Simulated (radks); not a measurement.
Question: Excited configurations of S: one electron is placed in a higher orbital outside [Ne] 3s2 3p3. The ground configuration is [Ne] 3s2 3p4. Method: Dirac Kohn-Sham, PBE, spin-unpolarised, spherical densities, finite nucleus; open shells fill j = l - 1/2 first; Fermi nuclear charge, rms radius 3.2611 fm; computed with a radial shooting solver on a logarithmic mesh with Libxc functionals. Excitation = E - E(ground); binding = E(ion) - E, where the ion is the core of charge +1; n* = 1/sqrt(2 binding) in atomic units, and the quantum defect is n - n*.

outer orbital  excitation (eV)  binding (eV)     n*  quantum defect  eigenvalue (eV)  <r> (bohr)
4f5/2                   10.817         0.909  3.869           0.131           -0.436       17.44
5p1/2                   10.380         1.345  3.180           1.820           -0.792       15.39
5d3/2                   10.905         0.821  4.071           0.929           -0.491       24.12
6p1/2                   10.891         0.835  4.037           1.963           -0.527       25.76
6d3/2                   11.162         0.564  4.912           1.088           -0.360       37.17
6f5/2                   11.274         0.452  5.488           0.512           -0.285       44.32
7s1/2                   11.063         0.663  4.531           2.469           -0.438       33.78
7p1/2                   11.158         0.568  4.894           2.106           -0.374       38.89

Estimate the row for 5s1/2.

Answer: excitation (eV) 9.976; binding (eV) 1.750; n* 2.788; quantum defect 2.212; eigenvalue (eV) -1.055; <r> (bohr) 12.42. The Delta-SCF ionisation energy is 11.726 eV (NIST Atomic Spectra Database: 10.360 eV, measured). Self-interaction in the functional shifts the binding energies and quantum defects, so they are the method's values and not measured ones. Spin polarisation and multiplet splitting are left out, so open shells lie too high by an amount that depends on their filling.

Beside tabulated values, note that spin-unpolarised runs miss the spin-polarisation part of the exchange energy of open shells.
